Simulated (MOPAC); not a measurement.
MOPAC input (PM3):

```
PM3 FORCE THERMO(298,298) PRECISE LET GEO-OK AUX(PRECISION=9) THREADS=1
H3As

As    0.00028951 1    0.00013745 1    0.06078398 1
H    -0.78746753 1   -1.02148772 1   -0.74359671 1
H    -0.49477864 1    1.18708933 1   -0.74999410 1
H     1.27154665 1   -0.17069821 1   -0.75532126 1
```

Output:

```
 *******************************************************************************
 **                                                                           **
 **                              MOPAC v23.2.5                                **
 **                                                                           **
 *******************************************************************************
 ** MOPAC's Digital Object Identifier: https://doi.org/10.5281/zenodo.6511958 **
 **                                                                           **
 ** Please cite the open-source release paper for use of this MOPAC version:  **
 ** J. E. Moussa and J. J. P. Stewart (2026)                                  **
 ** MOPAC: An open-source semiempirical molecular orbital program             **
 ** J. Open Source Softw., 11(119), 8025, https://doi.org/10.21105/joss.08025 **
 *******************************************************************************

                              PM3 CALCULATION RESULTS

 *******************************************************************************
 *  PM3        - The PM3 Hamiltonian to be used
 *  GEO-OK     - OVERRIDE INTERATOMIC DISTANCE AND OTHER SAFETY CHECKS
 *  LET        - OVERRIDE SOME SAFETY CHECKS
 *  PRECISE    - TIGHTER CRITERIA TO BE USED
 *  FORCE      - FORCE CALCULATION SPECIFIED
 *  AUX        - OUTPUT AUXILIARY INFORMATION
 *  THERMO     - THERMODYNAMIC QUANTITIES TO BE CALCULATED
 *******************************************************************************
PM3 FORCE THERMO(298,298) PRECISE LET GEO-OK AUX(PRECISION=9) THREADS=1
 H3As

   ATOM   CHEMICAL          X               Y               Z
  NUMBER   SYMBOL      (ANGSTROMS)     (ANGSTROMS)     (ANGSTROMS)

     1      As          0.00028951  *   0.00013745  *   0.06078398  *
     2       H         -0.78746753  *  -1.02148772  *  -0.74359671  *
     3       H         -0.49477864  *   1.18708933  *  -0.74999410  *
     4       H          1.27154665  *  -0.17069821  *  -0.75532126  *

          CARTESIAN COORDINATES

    NO.       ATOM           X           Y           Z

     1        As          0.0003      0.0001      0.0608
     2         H         -0.7875     -1.0215     -0.7436
     3         H         -0.4948      1.1871     -0.7500
     4         H          1.2715     -0.1707     -0.7553

  H: (PM3): J. J. P. STEWART, J. COMP. CHEM. 10, 209 (1989).
 As: (PM3): J. J. P. STEWART, J. COMP. CHEM. 12, 320-341 (1991).

           Empirical Formula: H3 As  =     4 atoms

      MOLECULAR POINT GROUP   :   C3v

      RHF CALCULATION, NO. OF DOUBLY OCCUPIED LEVELS = 4

          HEAT OF FORMATION =      12.674270 KCALS/MOLE

          CARTESIAN COORDINATE DERIVATIVES

   NUMBER  ATOM         X            Y            Z

     1      As     -0.004820    -0.005322    -0.005608
     2       H      0.002802     0.001225     0.001322
     3       H      0.001005     0.003006     0.001323
     4       H      0.001012     0.001091     0.002963

 DIPOLE           X         Y         Z       TOTAL
 POINT-CHG.    -0.766    -0.825    -0.893     1.437
 HYBRID         1.161     1.251     1.354     2.179
 SUM            0.395     0.426     0.461     0.742

          GRADIENT NORM =   0.01081

          MOLECULAR WEIGHT =   77.95

          ROTATIONAL CONSTANTS IN CM(-1)

          A =    3.82233707   B =    3.82233656   C =    3.36968483

           PRINCIPAL MOMENTS OF INERTIA IN UNITS OF 10**(-40)*GRAM-CM**2

          A =        7.3235   B =        7.3235   C =        8.3072

          ORIENTATION OF MOLECULE IN FORCE CALCULATION

    NO.       ATOM         X         Y         Z

     1         As      -0.0168   -0.0180   -0.0195
     2          H       1.5035   -0.0180   -0.0195
     3          H      -0.1289    1.4981   -0.0195
     4          H      -0.1289   -0.1388    1.4918

    FIRST DERIVATIVES WILL BE USED IN THE CALCULATION OF SECOND DERIVATIVES

    FOR POINT-GROUP C3v  THERE ARE   6 UNIQUE SYMMETRY FUNCTIONS.


(To convert to Hartree/Bohr^2, multiply by (10^(-21) x N x a0^2)/(4.184 x 627.51) =  0.0642)

           FORCE MATRIX IN MILLIDYNES/ANGSTROM

                 As  1       H  2       H  3       H  4
 ------------------------------------------------------
    As    1   5.659333
     H    2   2.850862   2.875362
     H    3   2.850216   0.225699   2.875362
     H    4   2.850106   0.225574   0.225699   2.875362

          HEAT OF FORMATION =      12.674270 KCALS/MOLE

          ZERO POINT ENERGY      13.211 KCAL/MOL

           NORMAL COORDINATE ANALYSIS (Total motion = 1 Angstrom)

   Root No.       1         2         3         4         5         6

                 1 A1      1 E       1 E       2 A1      2 E       2 E

                 861.6     878.3     878.3    2198.1    2212.3    2212.3

           1   -0.0060   -0.0018    0.0048   -0.0037   -0.0071    0.0017
           2   -0.0065   -0.0034   -0.0036   -0.0039    0.0045    0.0055
           3   -0.0070    0.0047   -0.0008   -0.0043    0.0019   -0.0066
           4    0.0013   -0.0004    0.0010    0.3310    0.4956   -0.1206
           5    0.2236    0.3446   -0.0358   -0.0048   -0.0007    0.0031
           6    0.2421   -0.2119   -0.2539   -0.0052   -0.0020   -0.0022
           7    0.2229    0.3360   -0.0805   -0.0292    0.0248    0.0306
           8    0.0177    0.0242   -0.0068    0.3297   -0.3500   -0.3737
           9    0.2421   -0.1147    0.3098   -0.0052    0.0029   -0.0007
          10    0.2229   -0.2029   -0.2787   -0.0292    0.0084   -0.0387
          11    0.2400   -0.1133    0.3105   -0.0315    0.0144   -0.0400
          12    0.0370   -0.0230    0.0039    0.3282   -0.1439    0.4924

           MASS-WEIGHTED COORDINATE ANALYSIS (NORMAL COORDINATES)

   Root No.       1         2         3         4         5         6

                 1 A1      1 E       1 E       2 A1      2 E       2 E

                 861.6     878.3     878.3    2198.1    2212.3    2212.3

           1   -0.0895   -0.0260    0.0708   -0.0548   -0.0978    0.0226
           2   -0.0964   -0.0503   -0.0528   -0.0590    0.0614    0.0752
           3   -0.1044    0.0688   -0.0119   -0.0639    0.0272   -0.0888
           4    0.0022   -0.0006    0.0017    0.5742    0.7899   -0.1824
           5    0.3861    0.5844   -0.0618   -0.0084   -0.0011    0.0048
           6    0.4182   -0.3601   -0.4317   -0.0091   -0.0032   -0.0035
           7    0.3849    0.5697   -0.1379   -0.0507    0.0390    0.0483
           8    0.0306    0.0410   -0.0116    0.5720   -0.5515   -0.5909
           9    0.4182   -0.1938    0.5277   -0.0091    0.0046   -0.0011
          10    0.3849   -0.3449   -0.4739   -0.0507    0.0139   -0.0606
          11    0.4144   -0.1913    0.5288   -0.0546    0.0234   -0.0626
          12    0.0638   -0.0391    0.0068    0.5694   -0.2355    0.7704

          DESCRIPTION OF VIBRATIONS

 VIBRATION          1    1A1         ATOM PAIR     ENERGY CONTRIBUTION    RADIAL
 FREQUENCY           861.58         As1 -- H 4         +33.3% ( 41.7%)      1.6%
 TRANSITION DIPOLE   0.5232         As1 -- H 2         +33.3% ( 41.7%)      1.6%
 TRAVEL (Ang.)       0.4557         As1 -- H 3         +33.3% ( 41.7%)      1.6%
 REDUCED MASS        0.3769
 EFFECTIVE MASS      1.6017
 FORCE CONSTANT      0.1648

 VIBRATION          3    1E          ATOM PAIR     ENERGY CONTRIBUTION    RADIAL
 FREQUENCY           878.35         As1 -- H 4         +51.9% ( 51.7%)      0.0%
 TRANSITION DIPOLE   0.3863         As1 -- H 3         +29.8% ( 39.1%)      0.9%
 TRAVEL (Ang.)       0.4455         As1 -- H 2         +18.3% ( 30.7%)      2.6%
 REDUCED MASS        0.3867
 EFFECTIVE MASS      1.1751
 FORCE CONSTANT      0.1758

 VIBRATION          4    2A1         ATOM PAIR     ENERGY CONTRIBUTION    RADIAL
 FREQUENCY          2198.11         As1 -- H 2         +33.3% ( 57.9%)     98.6%
 TRANSITION DIPOLE   0.0401         As1 -- H 3         +33.3% ( 57.9%)     98.6%
 TRAVEL (Ang.)       0.3016         As1 -- H 4         +33.3% ( 57.9%)     98.6%
 REDUCED MASS        0.3373
 EFFECTIVE MASS      1.1797
 FORCE CONSTANT      0.9602

 VIBRATION          6    2E          ATOM PAIR     ENERGY CONTRIBUTION    RADIAL
 FREQUENCY          2212.27         As1 -- H 4         +61.0% ( 78.0%)     99.3%
 TRANSITION DIPOLE   0.5284         As1 -- H 3         +35.7% ( 59.6%)     98.2%
 TRAVEL (Ang.)       0.2458         As1 -- H 2          +3.4% ( 18.4%)     77.4%
 REDUCED MASS        0.5047
 EFFECTIVE MASS      1.2367
 FORCE CONSTANT      1.4552

      SYMMETRY NUMBER FOR POINT-GROUP C3v =  3

          SYSTEM IS A GROUND STATE

 H3As

          MOLECULE IS NOT LINEAR

          THERE ARE  6 GENUINE VIBRATIONS IN THIS SYSTEM
          THIS THERMODYNAMICS CALCULATION IS LIMITED TO
          MOLECULES WHICH HAVE NO INTERNAL ROTATIONS

                    CALCULATED THERMODYNAMIC PROPERTIES
                                          *
   TEMP. (K)   PARTITION FUNCTION   H.O.F.    ENTHALPY  HEAT CAPACITY ENTROPY
                                   KCAL/MOL   CAL/MOLE    CAL/K/MOL  CAL/K/MOL

 298.00  VIB.     0.1046D+01                   112.8761     1.6292     0.4678
         ROT.     0.2510D+03                   888.2803     2.9808    13.9610
         INT.     0.2625D+03                  1001.1564     4.6100    14.4288
         TRA.     0.6653D+27                  1480.4672     4.9680    38.9731
         TOT.                       12.674    2481.6236     9.5780    53.4018

   *: NOTE: HEATS OF FORMATION ARE RELATIVE TO THE
            ELEMENTS IN THEIR STANDARD STATE AT 298K
              (=  Standard Enthalpy of Formation).

            Hvib:  Zero-point energy is not included.
                   frequencies of less than zero cm-1 are not included.
            Hrot = (3/2)RT
            Htra = (3/2)RT + pV = (5/2)RT

            Heat capacity is Cp, not Cv

          For more information, see: HTTP://OpenMOPAC.net/Manual/thermochemistry.html

           FORCE CONSTANT IN CARTESIAN COORDINATES (Millidynes/A)

    ATOM   CHEMICAL       X               Y               Z
   NUMBER   SYMBOL  FORCE CONSTANT  FORCE CONSTANT  FORCE CONSTANT

      1      As        3.273639        3.267813        3.260474
      2       H        2.855994        0.223551        0.221502
      3       H        0.240629        2.838916        0.221502
      4       H        0.240629        0.241462        2.818956

 **********************
 *                    *
 * JOB ENDED NORMALLY *
 *                    *
 **********************

 == MOPAC DONE ==
```
